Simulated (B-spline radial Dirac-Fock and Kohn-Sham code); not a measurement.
## Te⁴⁺ 4p3/2: cross section and angular parameters

System: the Te⁴⁺ ion in the configuration [Kr] 4d10 5s2; threshold 166.1 eV (orbital energy of the model). The computed values come from a radial finite-basis atomic code: Dirac-Hartree-Slater photoionisation with a Latter tail; cross sections with all multipoles, angular parameters from the dipole term and its interference with E2.

| hν (eV) | σ (kb) | β | γ | δ |
| --- | --- | --- | --- | --- |
| 197 | 312 | -0.152 | -0.081 | 0.022 |
| 200 | 310 | -0.104 | -0.088 | 0.026 |
| 216 | 303 | 0.130 | -0.098 | 0.039 |
| 245 | 288 | 0.453 | -0.034 | 0.047 |
| 300 | 254 | 0.846 | 0.110 | 0.040 |
| 336 | 232 | 1.013 | 0.171 | 0.033 |
| 405 | 194 | 1.225 | 0.224 | 0.021 |
| 407 | 193 | 1.230 | 0.224 | 0.021 |
| 604 | ? | ? | ? | ? |
| 800 | 81.2 | 1.610 | 0.084 | 0.001 |
| 858 | 72.9 | 1.630 | 0.062 | 0.001 |
| 976 | 59.3 | 1.659 | 0.024 | 0.001 |
| 1000 | 56.9 | 1.664 | 0.017 | 0.001 |
| 1500 | 27.8 | 1.709 | -0.030 | 0.002 |
| 2050 | 15.2 | 1.709 | 0.027 | 0.003 |
| 2640 | 9.01 | 1.690 | 0.137 | 0.006 |
| 3320 | 5.46 | 1.660 | 0.282 | 0.009 |
| 3410 | 5.14 | 1.655 | 0.302 | 0.009 |
| 3580 | 4.60 | 1.647 | 0.339 | 0.010 |
| 4770 | 2.35 | 1.591 | 0.588 | 0.018 |
| 5414.7 | 1.72 | 1.561 | 0.715 | 0.022 |
| 5520 | 1.64 | 1.556 | 0.734 | 0.023 |
| 6270 | 1.19 | 1.522 | 0.870 | 0.029 |
| 12000 | 0.205 | 1.303 | 1.614 | 0.085 |
| 15000 | 0.107 | 1.210 | 1.868 | 0.118 |

**Question.** Give the values at 604 eV.

**Answer.** σ = 122 kb, β = 1.501, γ = 0.177, δ = 0.006.
